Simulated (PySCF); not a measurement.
**Core-level binding energies of `C=C[P-][SiH3]`**

Species: C2H6PSi (charge -1).
Bonds: C1–C2 (double), C2–P3, P3–Si4. Hydrogens: H5, H6 on C1; H7 on C2; H8, H9, H10 on Si4.

Method used: delta-SCF UKS SCAN, pcX-2 on the ionised atom, pcseg-1 elsewhere, spin-free X2C (PySCF). Binding energies are ΔSCF values: E(core-ionised, relaxed orbitals) − E(ground state) at a fixed geometry, referred to the vacuum level.

List the computed XPS lines with their assignment.

| atom(s) | environment | level | binding energy (eV) | 2p1/2 (eV) | above the level's lowest (eV) | count |
| --- | --- | --- | --- | --- | --- | --- |
| Si4 | SiH3 silicon | Si 2p3/2 | 101.22 | 101.84 | 0.00 | 1 |
| P3 | phosphorus bonded to C and Si | P 2p3/2 | 129.15 | 130.04 | 0.00 | 1 |
| C1 | terminal =CH2 carbon | C 1s | 284.26 | – | 0.00 | 1 |
| C2 | alkene CH carbon | C 1s | 285.09 | – | +0.83 | 1 |
| Si4 | SiH3 silicon | Si 1s | 1840.98 | – | 0.00 | 1 |
| P3 | phosphorus bonded to C and Si | P 1s | 2142.58 | – | 0.00 | 1 |

Lowest listed C 1s: C1, bonded to C (double bond) and 2 H. Highest, 0.83 eV above it: C2, bonded to C (double bond), H and P. Summing the Pauling electronegativity differences to the bonded atoms, each weighted by its formal bond order, gives -0.70 for the lowest site and -0.71 for the highest; the largest sum, -0.70, belongs to C1, 0.83 eV below the top. The smallest sum, -0.71, belongs to C2, 0.83 eV above the lowest.

Which effective nuclear charge Zeff reproduces each element's mean 1s value in the hydrogen-like formula E = 13.606 eV × Zeff²?

C (Z = 6): mean 284.7 eV, Zeff = 4.57, Z − Zeff = 1.43; Si (Z = 14): mean 1841.0 eV, Zeff = 11.63, Z − Zeff = 2.37; P (Z = 15): mean 2142.6 eV, Zeff = 12.55, Z − Zeff = 2.45. Means run over the listed sites, weighted by atom count.

The unrestricted hole states depart most from a pure doublet (⟨S²⟩ = 0.75; over 0.85 named) for C 1s of C2 (0.97), which makes this value less certain. 2p3/2 and 2p1/2 are the ΔSCF energy of one spin-free 2p hole plus the eigenvalues of a spin–orbit and ligand-field matrix of the shell. 2p1/2 minus 2p3/2 (ligand field included): P 0.89 eV, Si 0.62 eV. The species carries charge -1, so core ionisation leaves a neutral species. The basis sets have no added diffuse functions. Isolated species at its GFN2-xTB geometry (one conformer only).

Conformer computed: `[CH2:1]=[CH:2][P-:3][SiH3:4]`: C1–C2–P3–Si4 0°.
